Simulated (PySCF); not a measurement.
**Two-component Hartree-Fock for Pt⁴⁰⁺ (platinum, charge +40)**

Start: [Kr] 4d2; 4d3/2 filled at m_j = +1/2, +3/2. Calculated with PySCF 2.14 in an uncontracted even-tempered set (16 s from 4.8 bohr⁻², ratio 2.8; 14 p from 6.2 bohr⁻², ratio 2.8; 9 d from 6.2 bohr⁻², ratio 2.8; 3 f from 23 bohr⁻², ratio 3): generalised Hartree-Fock with the X2C-1e Hamiltonian and a Gaussian nucleus; one run each with spin-orbit coupling (SO) switched off, then screened by Boettger's factors.

```tsv
spinor shell	electrons	ε, spin-free (eV)	ε, screened SO (eV)	weight of nominal j (screened SO)	rms radius, screened SO (bohr)
1s1/2	2	-80660.0	-80629.7	1.000	0.0194
2s1/2	2	-15829.3	-15818.9	1.000	0.0782
2p1/2	2	-13973.8	-15218.2	1.000	0.0663
2p3/2	4	-13973.8	-13479.8	1.000	0.0741
3s1/2	2	-5132.4	-5128.3	1.000	0.197
3p1/2	2	-4579.0	-4862.4	1.000	0.189
3p3/2	4	-4579.0	-4462.8	1.000	0.204
3d3/2	4	-3982.8	-4034.0	1.000	0.178
3d5/2	6	-3982.8	-3944.5	1.000	0.183
4s1/2	2	-2295.4	-2293.8	1.000	0.414
4p1/2	2	-2086.8	-2181.0	0.999	0.412
4p3/2	4	-2086.8	-2047.3	1.000	0.439
4d3/2	2	-1872.1	-1885.5	0.998	0.420
```

```tsv
quantity	spin-free	screened SO
E (hartree)	-17397.48528	-17425.82424
M_J	2	2
⟨J²⟩	8.001	6.014
⟨L²⟩	12.001	10.219
⟨S²⟩	2.000	1.593
```

Each row is a mean over spinors that exchange with the open shell spreads, by up to 18.093 eV (4p1/2).

Breit and QED terms are absent; they matter most for the inner s and p1/2 levels.

Densities and radii are taken from the X2C orbitals without a picture-change correction, which distorts them close to the nucleus.

Without spin-orbit coupling the j labels of p, d and f shells carry no meaning; the spin-free column gives the mean over the occupied spinors of each nl shell, and its ⟨J²⟩ belongs to a mixture of degenerate components.
